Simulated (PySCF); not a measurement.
**Bonding in tert-butylmalononitrile**

Species: tert-butylmalononitrile, C7H10N2.
Atom-mapped SMILES: `[CH3:1][C:2]([CH3:3])([CH3:4])[CH:5]([C:6]#[N:7])[C:8]#[N:9]` (hydrogens: H10, H11, H12 on C1; H13, H14, H15 on C3; H16, H17, H18 on C4; H19 on C5)

Geometry (PBE0-D3(BJ)/def2-SVP, Å), atoms numbered from 1 in this order:
```
atom  x, y, z in Å
C1    -0.0027   -0.7085   -1.5829
C2     0.2211   -0.0851   -0.2067
C3     0.9306   -1.0728    0.7194
C4     1.0390    1.2004   -0.3265
C5    -1.1603    0.2784    0.4393
C6    -1.9978   -0.9034    0.6630
N7    -2.6277   -1.8558    0.8440
C8    -1.8980    1.2742   -0.3439
N9    -2.4502    2.0727   -0.9719
H10    0.9649   -0.9663   -2.0383
H11   -0.5202   -0.0120   -2.2601
H12   -0.5997   -1.6307   -1.5132
H13    1.9144   -1.3322    0.3016
H14    0.3574   -2.0047    0.8358
H15    1.0931   -0.6408    1.7194
H16    1.2042    1.6645    0.6586
H17    2.0241    0.9748   -0.7604
H18    0.5448    1.9378   -0.9764
H19   -0.9638    0.7275    1.4298
```

Bond orders from the PBE0/pcSseg-1 density (PySCF). Geometry: PBE0-D3(BJ)/def2-SVP; no solvent, vibrations or thermal averaging.

(1) Where do the orders between heavy atoms depart from those drawn in the SMILES?

(2) Give the Mayer order of every bond between heavy atoms, beside its length.

## Answers

(1) The largest departure is 0.075, at C2–C5 (drawn single, 0.925).

(2) 
| bond | drawn as | length (Å) | Mayer order |
| --- | --- | --- | --- |
| C1–C2 | single | 1.527 | 1.001 |
| C2–C3 | single | 1.529 | 1.021 |
| C2–C4 | single | 1.528 | 1.021 |
| C2–C5 | single | 1.568 | 0.925 |
| C5–C6 | single | 1.466 | 0.970 |
| C6–N7 | triple | 1.156 | 3.029 |
| C5–C8 | single | 1.466 | 0.970 |
| C8–N9 | triple | 1.156 | 3.030 |

Bonds between the same two heavy elements. C–C: lowest C2–C5 (0.925, 1.568 Å), highest C2–C3 and C2–C4 (1.021, 1.529 Å); in 6 of the 15 pairs the longer bond (by over 0.003 Å) has the higher order (by 0.02 or more). C–N: all 2 within 0.02 of one another (3.029 to 3.030). Bonds named together lie within 0.004.

Problem. And the bonds to hydrogen?

Solution. C–H: 0.89 to 0.96 (10 bonds).

Problem. Sum the orders of all bonds at each heavy atom with more than one neighbour and set the sums beside the valence in the SMILES.

Solution. C1 3.866 (drawn 4), C2 3.968 (drawn 4), C3 3.882 (drawn 4), C4 3.882 (drawn 4), C5 3.758 (drawn 4), C6 3.999 (drawn 4), C8 4.000 (drawn 4). Orders between atoms that aren't bonded are not in these sums.

Mayer orders depend on the basis set.

These values come from a run that also computed NMR shieldings. Time: 30 s. Hardware: one thread, Arm Neoverse V2, no GPU, on a shared host.
